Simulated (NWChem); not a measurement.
System: C₂H₄NO anion

Here is an NWChem input.

```
start job
memory heap 200 mb stack 900 mb global 1100 mb
charge -1
geometry units angstroms noautosym nocenter noautoz
  C      0.489730    -1.367988    -0.085400
  N     -0.679665    -0.548194    -0.306745
  C     -0.540298     0.711682     0.045314
  O      0.454289     1.314417     0.545426
  H      0.806569    -1.401712     0.980466
  H      0.284856    -2.405206    -0.406834
  H      1.385711    -1.013514    -0.641452
  H     -1.470341     1.314859    -0.142411
end
basis spherical
  * library 6-31+g*
end
dft
  xc pbe0
  iterations 150
end
cosmo
  dielec 7.6
end
task dft energy
```

NWChem printed, in part:

```
             Northwest Computational Chemistry Package (NWChem) 7.3.0
             --------------------------------------------------------

                             Geometry "geometry" -> ""
                             -------------------------

 Output coordinates in angstroms (scale by  1.889725989 to convert to a.u.)

  No.       Tag          Charge          X              Y              Z
 ---- ---------------- ---------- -------------- -------------- --------------
    1 C                    6.0000     0.48973000    -1.36798800    -0.08540000
    2 N                    7.0000    -0.67966500    -0.54819400    -0.30674500
    3 C                    6.0000    -0.54029800     0.71168200     0.04531400
    4 O                    8.0000     0.45428900     1.31441700     0.54542600
    5 H                    1.0000     0.80656900    -1.40171200     0.98046600
    6 H                    1.0000     0.28485600    -2.40520600    -0.40683400
    7 H                    1.0000     1.38571100    -1.01351400    -0.64145200
    8 H                    1.0000    -1.47034100     1.31485900    -0.14241100

 Effective nuclear repulsion energy (a.u.)     112.6962491104

                                 NWChem DFT Module
                                 -----------------

 Summary of "ao basis" -> "ao basis" (spherical)
 ------------------------------------------------------------------------------
       Tag                 Description            Shells   Functions and Types
 ---------------- ------------------------------  ------  ---------------------
 C                          6-31+g*                  8       18   4s3p1d
 N                          6-31+g*                  8       18   4s3p1d
 O                          6-31+g*                  8       18   4s3p1d
 H                          6-31+g*                  2        2   2s

 in cosmo_initialize ...

 solvent parameters
 solvname_short: unkn
 solvname_long:  unknown
 dielec:        7.6000

          ---------------
          -cosmo- solvent
          ---------------
 Cosmo: York-Karplus, doi: 10.1021/jp992097l
 dielectric constant -eps-     =   7.60
 screen = (eps-1)/(eps    )    =   0.86842
 surface charge correction     = lagrangian

   van der Waals surface
 --------------------------

[...]

                                   COSMO solvation results
                                   -----------------------

                 gas phase energy =      -208.382446490723
                 sol phase energy =      -208.476101923044
 (electrostatic) solvation energy =         0.093655432321 (   58.77 kcal/mol)

                       DFT Final Molecular Orbital Analysis
                       ------------------------------------

 Vector   14  Occ=2.000000D+00  E=-2.379685D-01
              MO Center= -3.9D-01,  1.7D-02, -6.7D-02, r^2= 2.8D+00
   Bfn.  Coefficient  Atom+Function         Bfn.  Coefficient  Atom+Function
  ----- ------------  ---------------      ----- ------------  ---------------
    24     -0.362272  2 N  s                 21      0.336389  2 N  px
    57      0.291560  4 O  px                80      0.233372  8 H  s
     3     -0.205921  1 C  px                61      0.195808  4 O  px
    25      0.194230  2 N  px                28     -0.185989  2 N  s
    58     -0.170053  4 O  py                79      0.162888  8 H  s

 Vector   15  Occ=2.000000D+00  E=-2.186574D-01
              MO Center= -1.1D-01,  5.5D-01,  1.6D-01, r^2= 2.6D+00
   Bfn.  Coefficient  Atom+Function         Bfn.  Coefficient  Atom+Function
  ----- ------------  ---------------      ----- ------------  ---------------
    58      0.444779  4 O  py                62      0.315378  4 O  py
    21      0.244217  2 N  px                22      0.215001  2 N  py
    57     -0.206144  4 O  px                25      0.172546  2 N  px
    26      0.163872  2 N  py                23      0.142238  2 N  pz
    61     -0.137452  4 O  px                40     -0.130691  3 C  py

 Vector   16  Occ=2.000000D+00  E=-1.985124D-01
              MO Center= -1.6D-01,  4.0D-02,  2.2D-02, r^2= 2.4D+00
   Bfn.  Coefficient  Atom+Function         Bfn.  Coefficient  Atom+Function
  ----- ------------  ---------------      ----- ------------  ---------------
    23      0.408580  2 N  pz                59     -0.335260  4 O  pz
    27      0.313855  2 N  pz                63     -0.248526  4 O  pz
    21     -0.147790  2 N  px                78      0.145914  7 H  s
    74     -0.144693  5 H  s                 31      0.142725  2 N  pz
    41      0.123080  3 C  pz                57      0.121625  4 O  px

 Vector   17  Occ=0.000000D+00  E= 3.988181D-02
              MO Center=  3.5D-01, -6.9D-01,  8.3D-02, r^2= 1.1D+01
   Bfn.  Coefficient  Atom+Function         Bfn.  Coefficient  Atom+Function
  ----- ------------  ---------------      ----- ------------  ---------------
    46      2.282905  3 C  s                 28     -1.825103  2 N  s
    10      1.194210  1 C  s                 64     -1.002786  4 O  s
    47      0.436119  3 C  px                29     -0.376051  2 N  px
    42      0.301249  3 C  s                 12     -0.219198  1 C  py
    43      0.216823  3 C  px                 6     -0.203585  1 C  s

 Vector   18  Occ=0.000000D+00  E= 5.919703D-02
              MO Center= -6.3D-01, -4.6D-02, -1.5D-01, r^2= 1.3D+01
   Bfn.  Coefficient  Atom+Function         Bfn.  Coefficient  Atom+Function
  ----- ------------  ---------------      ----- ------------  ---------------
    28      1.279459  2 N  s                 47      1.190841  3 C  px
    10     -1.092034  1 C  s                 11      0.885737  1 C  px
    12     -0.794266  1 C  py                48     -0.397244  3 C  py
    64     -0.386446  4 O  s                 49      0.297393  3 C  pz
     6     -0.222717  1 C  s                 44      0.158250  3 C  py

[...]
```

Level: PBE0/6-31+G* (spherical d), COSMO on the gas-phase geometry. Coordinates come from a B3LYP/def2-SVPD optimisation. COSMO prints the solvation energy as gas minus solution, so a positive value is a stabilisation.
